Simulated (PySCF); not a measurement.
**Frontier orbitals and the lowest excitations**

Species: C5H9OP.
Cartesian coordinates in Å at the GFN2-xTB level; atoms count from 1:
```xyz
16
C5H9OP angstrom
C      2.5130    0.1563   -0.0078
O      1.4909   -0.6470    0.5302
C      0.2154   -0.3383    0.1787
C     -0.2301    0.6417   -0.6009
C     -1.7139    0.6762   -0.8133
P     -2.4532   -0.3951    0.5252
C     -0.8234   -1.2725    0.7403
H      3.4474   -0.2423    0.3832
H      2.4007    1.2002    0.3024
H      2.5213    0.1063   -1.1013
H      0.3871    1.3672   -1.1029
H     -2.1282    1.6857   -0.7619
H     -1.9811    0.2654   -1.7945
H     -2.1940    0.5345    1.5465
H     -0.6328   -1.5167    1.7864
H     -0.8267   -2.2126    0.1782
```

Method used: TDDFT PBE0/def2-SVPD, vertical, gas phase, core orbitals frozen in the response in PySCF.

Kohn–Sham orbitals with the atoms that hold most of them (Löwdin shares over 4%, at most four atoms; ? is withheld):

| orbital | ε (eV) | atoms |
| --- | --- | --- |
| LUMO+2 | 0.99 | C1 24%, P6 13%, H10 10%, H8 10% |
| LUMO+1 | 0.58 | P6 23%, C5 14%, C4 11%, H12 8% |
| LUMO | ? | P6 26%, C3 12%, C7 11%, C4 9% |
| HOMO | -6.40 | ? |
| HOMO-1 | -7.04 | ? |
| HOMO-2 | -9.18 | C5 25%, P6 22%, C7 13%, O2 10% |
| HOMO-3 | -9.21 | O2 25%, C7 16%, P6 13%, C1 10% |

(1) Give the leading atoms of the HOMO.

(2) Give the leading atoms of the HOMO-1.

(3) What is the LUMO energy, and the HOMO–LUMO gap?

Answers

(1) C4 (bonded to 2 C and H) 31%; C3 (bonded to 2 C and O) 20%; O2 (bonded to 2 C) 17%; P6 (bonded to 2 C and H) 10%. By element: carbon 51% or more, oxygen 17%, phosphorus 10%.

(2) P6 (bonded to 2 C and H) 55%; C5 (bonded to C, P and 2 H) 10%; C7 (bonded to C, P and 2 H) 9%; H14 (bonded to P) 8%. By element: phosphorus 55%, carbon 18% or more, hydrogen 8% or more.

(3) ε(LUMO) = 0.51 eV; the gap is 6.91 eV (0.2539 hartree).

How does S1 compare with the orbital gap of 6.91 eV?

S1 is at 5.75 eV (f = 0.0063), 1.16 eV below the gap, made of HOMO→LUMO (91%). Without the coupling terms of the response equations the lowest excitation would equal the gap.

Give energy, strength and leading configuration of S1 and S2, and follow the Löwdin shares of the leading atoms from the occupied to the empty orbital.

- S1 (5.75 eV, f 0.0063), HOMO→LUMO (91%): C4 31% → 9%, C3 20% → 12%, P6 10% → 26%
- S2 (5.86 eV, f 0.0004), HOMO→LUMO+1 (90%): C4 31% → 11%, C3 20% → at most 8%, P6 10% → 23%, C5 at most 10% → 14%

One conformer stands for the species.
